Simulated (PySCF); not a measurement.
ClCrO2 (SMILES [O]=[Cr](=[O])[Cl]), doublet (typed; the unrestricted solution is spin-contaminated), at a GFN2-xTB geometry (such geometries of metal compounds can be far from the true shape) (the multiplicity is a formal guess). Base run: MN15/def2-SV(P) run with PySCF.

Here is a job for PySCF.
```python
from pyscf import gto, scf, dft

mol = gto.M(
    atom='''
Cr    0.194902   -0.262222    0.204629
O     1.630141   -0.618315   -0.223641
O    -0.491601   -0.913483    1.419002
Cl   -0.810939    1.091042   -0.851410
''',
    basis='def2-sv(p)',
    charge=0,
    spin=1,
    verbose=3,
)

mf = dft.UKS(mol)
mf.xc = 'mn15'
mf.kernel()
mf.analyze()
```

Each row names what was changed in the base input (with any setting that the change needs).

```json
[
 {"change": "base", "ΔE vs base (mEh)": "0.000", "grid points": "67952", "electrons on the grid": "57.00000", "outcome": "converged"},
 {"change": "grids.level = 2", "ΔE vs base (mEh)": "0.022", "grid points": "47416", "electrons on the grid": "57.00002", "outcome": "converged"},
 {"change": "grids.atom_grid = (75, 302)", "ΔE vs base (mEh)": "0.017", "grid points": "55072", "electrons on the grid": "57.00002", "outcome": "converged"},
 {"change": "grids.radi_method = mura_knowles", "ΔE vs base (mEh)": "-0.003", "grid points": "62896", "electrons on the grid": "57.00000", "outcome": "converged"},
 {"change": "grids.atom_grid = (150, 974)", "ΔE vs base (mEh)": "-0.006", "grid points": "300040", "electrons on the grid": "57.00000", "outcome": "converged"},
 {"change": "grids.prune = dft.gen_grid.sg1_prune", "ΔE vs base (mEh)": "-", "grid points": "-", "electrons on the grid": "-", "outcome": "stopped with an error"},
 {"change": "grids.level = 0", "ΔE vs base (mEh)": "266.0", "grid points": "6224", "electrons on the grid": "56.98091", "outcome": "converged"},
 {"change": "grids.prune = off", "ΔE vs base (mEh)": "0.000", "grid points": "119080", "electrons on the grid": "57.00000", "outcome": "converged"},
 {"change": "grids.radi_method = gauss_chebyshev", "ΔE vs base (mEh)": "-0.001", "grid points": "66008", "electrons on the grid": "57.00000", "outcome": "converged"},
 {"change": "grids.level = 4", "ΔE vs base (mEh)": "0.000", "grid points": "115936", "electrons on the grid": "57.00000", "outcome": "converged"},
 {"change": "grids.atom_grid = (30, 110)", "ΔE vs base (mEh)": "-153.0", "grid points": "9744", "electrons on the grid": "57.00024", "outcome": "converged"}
]
```

Open shells are given as the SCF converged; they aren't shown to be the lowest states, and a large step between rows can be another state.

- grids.prune = dft.gen_grid.sg1_prune: ended with `IndexError: index 24 is out of bounds for axis 0 with size 19`
